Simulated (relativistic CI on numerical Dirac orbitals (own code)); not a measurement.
**Hyperfine structure of Sn²⁴⁺, mass number 119**

Method of calculation: Dirac-Coulomb-Breit CI, KLI orbitals optimised for each configuration, model QED (radiative potential, 1s self-energy scaled to tabulated hydrogen-like ionisation energies), unscaled Slater integrals (own radial code, finite nucleus).

Configuration list (outside the closed core [Ne]): 3s2 3p6 3d8, 3s2 3p5 3d9, 3s2 3p4 3d10, 3s 3p6 3d9, 3p6 3d10, 3s 3p5 3d10, 3s2 3p6 3d7 4s, 3s2 3p6 3d7 4p, 3s2 3p6 3d7 4d, 3s2 3p4 3d9 4s, 3s2 3p6 3d7 4f, 3s2 3p5 3d8 4s, 3s2 3p4 3d9 4p, 3s2 3p6 3d6 4s2, 3s2 3p5 3d8 4p, 3s2 3p6 3d6 4s 4p. Levels of other configurations are missing.

Nuclear spin I = 1/2, μ = -1.0459 μN (tables of Stone and Pyykkö). The electronic factors are computed for point nuclear moments, without core polarisation or the Bohr-Weisskopf and QED corrections.

```
            Level  E (cm⁻¹)  A (MHz)
 3s2 3p6 3d8 3F_4         0   -17910
 3s2 3p6 3d8 1D_2     41528   -20170
 3s2 3p6 3d8 3F_3     66399   -25470
 3s2 3p6 3d8 3P_2    105227   -23080
 3s2 3p6 3d8 3P_1    131440     1465
 3s2 3p6 3d8 1G_4    145156   -27720
3s2 3p5 3d9 3F°_4   1724072   -44420
3s2 3p5 3d9 1D°_2   1761284   -32100
```

Levels with J = 0, under 50 % of one LS term, or S terms without an open s electron are left out. Small factors come from cancelling terms and can be off by tens of per cent or more.

At this charge energies of transitions that change n are usually good to better than 1 %, and those within a shell (Δn = 0) to a few per cent. Terms inside the open d or f shell come out 10 to 20 % too wide with unscaled integrals.

**Question.** Give the hyperfine levels of 3s2 3p6 3d8 3F_4 relative to its centre of gravity.

**Answer.** With K = F(F + 1) − I(I + 1) − J(J + 1), E = AK/2: F = 7/2: 44770, F = 9/2: -35810 MHz.

LS names give the leading component of a level, which can be under half, so a name can repeat, a term be missing and a line seem to break the LS rules.
